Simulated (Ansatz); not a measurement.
## Nudged elastic band run: ClGaH₃N

Input:

```yaml
crystal:
  periodic: [false, false, false]
  atoms:
    - { symbol: Ga, position_ang: [0.657483, 0.04116, 0.024871] }
    - { symbol: "N", position_ang: [0.950076, -0.030194, 1.813467] }
    - { symbol: H, position_ang: [0.199397, -0.116034, 2.489615] }
    - { symbol: H, position_ang: [1.867728, 0.011213, 2.24172] }
    - { symbol: H, position_ang: [1.745408, 0.173737, -1.075831] }
    - { symbol: Cl, position_ang: [-1.436891, -0.079883, -0.506142] }
basis:
  gaussian: { orbitals: def2-TZVP }
hamiltonian:
  xc: pbe
  dispersion: d4
neb:
  order_check: false
  images: 2
  f_tol: 0.05
  max_iterations: 60
  climbing: false
  final_atoms:
    - { symbol: Ga, position_ang: [0.25144621, -1.09262078, -0.67683653] }
    - { symbol: "N", position_ang: [1.29462605, 0.14506388, 1.16549363] }
    - { symbol: H, position_ang: [0.44340705, 0.60432473, 1.50638159] }
    - { symbol: H, position_ang: [1.68620183, -0.41614887, 1.92601482] }
    - { symbol: H, position_ang: [1.98102159, 0.86259473, 0.91959352] }
    - { symbol: Cl, position_ang: [-1.67350173, -0.10321469, 0.14705296] }
  initial_path:
    images:
      - { positions_ang: [[0.657483, 0.04116, 0.024871], [0.950076, -0.030194, 1.813467], [0.199397, -0.116034, 2.489615], [1.867728, 0.011213, 2.24172], [1.745408, 0.173737, -1.075831], [-1.436891, -0.079883, -0.506142]] }
      - { positions_ang: [[0.21991285, 0.01925552, 0.00771844], [1.24144898, -0.01555837, 1.68211488], [0.40533567, -0.22496347, 2.25884224], [2.13220007, 0.17432019, 2.18017139], [1.7546958, 0.05768584, -0.22350311], [-1.77039237, -0.01074072, -0.91764384]] }
      - { positions_ang: [[0.08456726, -0.35867141, -0.22618407], [1.35629899, 0.04286093, 1.46612376], [0.48667235, 0.0151561, 1.93109777], [2.07169135, 0.03186624, 2.07493633], [1.83323366, 0.28730508, 0.4416384], [-1.84926261, -0.01851795, -0.69991219]] }
      - { positions_ang: [[0.25144621, -1.09262078, -0.67683653], [1.29462605, 0.14506388, 1.16549363], [0.44340705, 0.60432473, 1.50638159], [1.68620183, -0.41614887, 1.92601482], [1.98102159, 0.86259473, 0.91959352], [-1.67350173, -0.10321469, 0.14705296]] }
```

Command:

```bash
$ ansatz run input.yaml --threads 4 --pin off --max-ram 5120MiB --backend cpu --events-out ev --progress --plain --runs-dir out
```

Output, in part (warnings, iteration lines, the closing report on the highest movable image, with atoms numbered from 0):

```
NEB end point (image 0): max|allowed force component| = 1.991e-3 eV/Å (the criterion of neb.relax_end_points is 1.000e-2)
NEB end point (image 3): max|allowed force component| = 2.706e-2 eV/Å (the criterion of neb.relax_end_points is 1.000e-2)
NEB iter   1: max|band force component| = 4.321e0 eV/Å  barrier→ = 3.1084 eV  barrier← = 3.3943 eV  Δτ_max = 0.1978 Å  (120 SCF iters)
NEB iter   2: max|band force component| = 1.972e0 eV/Å  barrier→ = 1.8749 eV  barrier← = 2.1608 eV  Δτ_max = 0.2000 Å  (72 SCF iters)
NEB iter   3: max|band force component| = 1.451e0 eV/Å  barrier→ = 1.4569 eV  barrier← = 1.7429 eV  Δτ_max = 0.1983 Å  (69 SCF iters)
NEB iter   4: max|band force component| = 8.353e-1 eV/Å  barrier→ = 1.2622 eV  barrier← = 1.5481 eV  Δτ_max = 0.1665 Å  (72 SCF iters)
NEB iter   5: max|band force component| = 3.093e-1 eV/Å  barrier→ = 1.1191 eV  barrier← = 1.4050 eV  Δτ_max = 0.1261 Å  (59 SCF iters)
NEB iter   6: max|band force component| = 4.369e-1 eV/Å  barrier→ = 1.0120 eV  barrier← = 1.2980 eV  Δτ_max = 0.0627 Å  (61 SCF iters)
NEB iter   7: max|band force component| = 3.437e-1 eV/Å  barrier→ = 0.9587 eV  barrier← = 1.2447 eV  Δτ_max = 0.0607 Å  (59 SCF iters)
NEB iter   8: max|band force component| = 2.375e-1 eV/Å  barrier→ = 0.9069 eV  barrier← = 1.1929 eV  Δτ_max = 0.1038 Å  (60 SCF iters)
NEB iter   9: max|band force component| = 1.599e-1 eV/Å  barrier→ = 0.8280 eV  barrier← = 1.1139 eV  Δτ_max = 0.0393 Å  (60 SCF iters)
NEB iter  10: max|band force component| = 6.284e-2 eV/Å  barrier→ = 0.8474 eV  barrier← = 1.1334 eV  Δτ_max = 0.0266 Å  (59 SCF iters)
NEB iter  11: max|band force component| = 5.566e-2 eV/Å  barrier→ = 0.8481 eV  barrier← = 1.1341 eV  Δτ_max = 0.0092 Å  (60 SCF iters)
NEB iter  12: max|band force component| = 2.122e-2 eV/Å  barrier→ = 0.8529 eV  barrier← = 1.1389 eV  Δτ_max = 0.0000 Å  (141 SCF iters)
Total energy: -66426.93376653 eV, -2441.1447901272 hartree
Atom 0 at     0.453960    -0.028322     0.005308 Å, force     0.075077     0.335425     0.708218 eV/Å
Atom 1 at     0.822707    -0.336611     1.807778 Å, force    -0.303634    -0.338249     0.377702 eV/Å
Atom 2 at     0.608842     0.480770     2.384993 Å, force    -0.199988    -0.243838     0.191692 eV/Å
Atom 3 at     1.832566    -0.492349     1.875287 Å, force    -0.041432     0.186143     0.057779 eV/Å
Atom 4 at     1.811609     0.629836    -0.337234 Å, force     0.187816     0.029210    -1.279799 eV/Å
Atom 5 at    -1.546483    -0.253325    -0.748432 Å, force     0.282160     0.031310    -0.055593 eV/Å
Dipole moment:     0.360175     0.182845    -0.003421 e Å
```

The forces met the threshold. No image climbed, so the highest image needn't sit at the top of the path. A band with more images between the same ends climbed to 2.14 eV, so this one has probably stepped over the top. So few images can step over the top or miss a turn of the path. The orbitals stay closed-shell, which can raise the energy where a bond breaks towards radicals; this wasn't checked here.

Final band (atoms are numbered from 1 in the order of the input):

```json
{"image": "0", "path coordinate (Å)": "0.00", "energy (eV)": "0.00", "Ga1–N2 (Å)": "1.81", "Ga1–H5 (Å)": "1.55", "N2–H5 (Å)": "3.00"}
{"image": "1", "path coordinate (Å)": "1.37", "energy (eV)": "0.85", "Ga1–N2 (Å)": "1.87", "Ga1–H5 (Å)": "1.55", "N2–H5 (Å)": "2.55"}
{"image": "2", "path coordinate (Å)": "2.74", "energy (eV)": "0.69", "Ga1–N2 (Å)": "2.22", "Ga1–H5 (Å)": "1.94", "N2–H5 (Å)": "1.12"}
{"image": "3", "path coordinate (Å)": "4.11", "energy (eV)": "-0.29", "Ga1–N2 (Å)": "2.45", "Ga1–H5 (Å)": "3.06", "N2–H5 (Å)": "1.02"}
```

The run took 42 s on 4 threads of Intel(R) Xeon(R) Platinum 8175M CPU @ 2.50GHz (Skylake/Cascade Lake), with other jobs on the host, peak memory 0.25 GiB.
